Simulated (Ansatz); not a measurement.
Cost and result for the atomization energy of CH3AlF2Si, SMILES `F[C@@H]1[AlH][Si@@H]1F` (8 atoms, 8 bonds).

Charge 0, multiplicity 1. The structure was optimised at the PBE0-D4/def2-TZVP level. Program: Ansatz. All runs use 2 threads of an Arm Neoverse N1 on a shared host. Times are those of one run each, without the atoms' runs, and a repeat can differ threefold. Electronic energies, without spin–orbit coupling; frozen cores. CCSD(T)/CBS adds CCSD(T) − MP2 in def2-TZVPP to the MP2 limit, and its time is that of the two runs behind it. T1 = 0.014. B3LYP takes the VWN-RPA correlation (the form of Gaussian; ORCA's B3LYP/G). HSE06 is the plane-wave form, built on full-range PBE exchange.

CCSD(T)/CBS is a level of theory with its own doubt, some kJ/mol a heavy atom from the limit and from the frozen cores, so smaller differences don't rank the functionals.

```json
{"level": "revPBE-D4/def2-TZVPP", "functions": "219", "wall time": "4.6 s", "atomization (kJ/mol)": "2603.5", "difference from CCSD(T)/CBS": "-19.7", "per bond": "-2.5"}
{"level": "PBE-D4/def2-TZVPP (with forces)", "functions": "219", "wall time": "6 s", "atomization (kJ/mol)": "2685.3", "difference from CCSD(T)/CBS": "62.1", "per bond": "7.8"}
{"level": "HSE06-D4/def2-TZVPP", "functions": "219", "wall time": "8.5 s", "atomization (kJ/mol)": "2614.9", "difference from CCSD(T)/CBS": "-8.3", "per bond": "-1.0"}
{"level": "CAM-B3LYP-D4/def2-TZVPP", "functions": "219", "wall time": "9 s", "atomization (kJ/mol)": "2619.0", "difference from CCSD(T)/CBS": "-4.2", "per bond": "-0.5"}
{"level": "CCSD(T)/def2-SVP", "functions": "93", "wall time": "9 s", "atomization (kJ/mol)": "2406.3", "difference from CCSD(T)/CBS": "-216.9", "per bond": "-27.1"}
{"level": "B3LYP-D4/def2-TZVPP (with forces)", "functions": "219", "wall time": "12 s", "atomization (kJ/mol)": "2598.8", "difference from CCSD(T)/CBS": "-24.4", "per bond": "-3.0"}
{"level": "r2SCAN-D4/def2-TZVPP (with forces)", "functions": "219", "wall time": "12 s", "atomization (kJ/mol)": "2642.6", "difference from CCSD(T)/CBS": "19.4", "per bond": "2.4"}
{"level": "PBE-QIDH/def2-TZVPP", "functions": "219", "wall time": "14 s", "atomization (kJ/mol)": "2592.5", "difference from CCSD(T)/CBS": "-30.7", "per bond": "-3.8"}
{"level": "B97M-V/def2-TZVPP", "functions": "219", "wall time": "20 s", "atomization (kJ/mol)": "2655.7", "difference from CCSD(T)/CBS": "32.5", "per bond": "4.1"}
{"level": "ωB97M-V/def2-TZVPP (with forces)", "functions": "219", "wall time": "30 s", "atomization (kJ/mol)": "2624.5", "difference from CCSD(T)/CBS": "1.3", "per bond": "0.2"}
{"level": "MP2/def2-QZVPP", "functions": "401", "wall time": "45 s", "atomization (kJ/mol)": "2664.3", "difference from CCSD(T)/CBS": "41.1", "per bond": "5.1"}
{"level": "CCSD(T)/def2-TZVPP", "functions": "219", "wall time": "3.9 min", "atomization (kJ/mol)": "2535.3", "difference from CCSD(T)/CBS": "-87.9", "per bond": "-11.0"}
{"level": "CCSD(T)/CBS(def2)", "functions": "–", "wall time": "4.6 min", "atomization (kJ/mol)": "2623.2", "difference from CCSD(T)/CBS": "0.0", "per bond": "0.0"}
```

From BLYP to BHLYP (50 % exact exchange), in def2-TZVPP and without D4, the atomization energy moves by −97.1 kJ/mol: exact exchange takes away binding that semilocal exchange gives to molecules. At CCSD(T), def2-SVP lies −216.9 kJ/mol from the extrapolated value and def2-TZVPP −88.0 kJ/mol: correlation converges slowly with the basis, and small sets miss more of it in the bonded molecule than in its fragments. Leaving LDA and LC-ωPBE aside and taking each functional with its dispersion term where it has one, the values, not all of them listed here, spread over 185.7 kJ/mol, from BHLYP-D4 to PBE-D4. LDA lies +396.8 kJ/mol from PBE without D4, its usual overbinding.
